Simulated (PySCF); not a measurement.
CH₆AlFSi, SMILES [CH3][Al]([F])[SiH3]. Atoms are numbered in the order given.

```xyz
10

Al     0.3082    -0.3256     0.2785
F      1.8067    -0.7105    -0.3656
C     -0.1337    -1.1144     1.9987
H     -0.1104    -2.2169     1.9391
H     -1.1259    -0.8202     2.3766
H      0.6141    -0.8320     2.7607
Si    -1.0555     1.1856    -1.0868
H     -2.4184     1.3929    -0.4994
H     -1.2366     0.6579    -2.4777
H     -0.4103     2.5336    -1.2074
```

Coordinates come from a r2SCAN-D4/def2-SVP optimisation. The geometry has at least one imaginary mode, so it is a saddle point at that level. The structure was generated by enumeration; whether it is a known compound was not checked.

Calculation: PySCF with B3LYP/pcSseg-1.

GIAO shieldings, no solvent; atoms alike by connectivity are averaged. δ = σ(ref) − σ: ¹⁹F against CFCl3 (σ = 161.7 ppm); ¹³C against TMS (σ = 181.3 ppm); ¹H against TMS (σ = 31.68 ppm); ²⁹Si against TMS (σ = 338.7 ppm), references at their B3LYP-D3(BJ)/def2-TZVP geometries, non-relativistic.

### Question
Estimate the chemical shifts. (An estimate is asked for; the answer gives what the named calculation found.)

### Answer

```
nucleus        atoms  count  δ (ppm)
-------  -----------  -----  -------
¹⁹F               F2      1   -112.9
¹³C               C3      1     -2.9
¹H       H8, H9, H10      3     3.30
¹H        H4, H5, H6      3     0.15
²⁹Si             Si7      1   -134.4
```
